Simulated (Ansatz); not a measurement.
Consider the stannylene formation by 1,1-elimination: `[OH][Sn]([OH])([OH])[F]` → `OF` + `[OH][Sn][OH]`.

Isolated molecules relaxed with PBE0-D4/def2-TZVP in Ansatz; ΔE leaves out vibrations. CCSD(T)/CBS adds triple-zeta CCSD(T) − MP2 to the extrapolated MP2 energy (def2 sets, frozen cores). This one scheme is used for every species. Functionals use def2-TZVPP. def2 core potentials past Kr. For Sn outer-core shells are correlated without core-valence functions, which leaves a few kJ/mol of doubt a bond. One conformer a species, not always the lowest.

| species | B2PLYP energy (Eh) |
| --- | --- |
| `[OH][Sn]([OH])([OH])[F]` | -541.46660 |
| `OF` | -175.51484 |
| `[OH][Sn][OH]` | -365.78527 |

Work out ΔE.

ΔE = (-175.51484) + (-365.78527) − (-541.46660) = 0.16649 Eh = +104.5 kcal/mol. CCSD(T)/CBS gives +111.3 kcal/mol.

Largest T1 diagnostic among the species: 0.018.

At CCSD(T), def2-SVP lies −8.0 kcal/mol from the extrapolated value and def2-TZVPP −2.8 kcal/mol. The D4 term adds +2.2 kcal/mol with B3LYP and +1.2 kcal/mol with PBE0; it sums over pairs of atoms, weighted by their polarisabilities, and B3LYP, whose exchange is more repulsive, gets the larger term.

B3LYP here is the variant with VWN-RPA as its local correlation; programs differ in this.
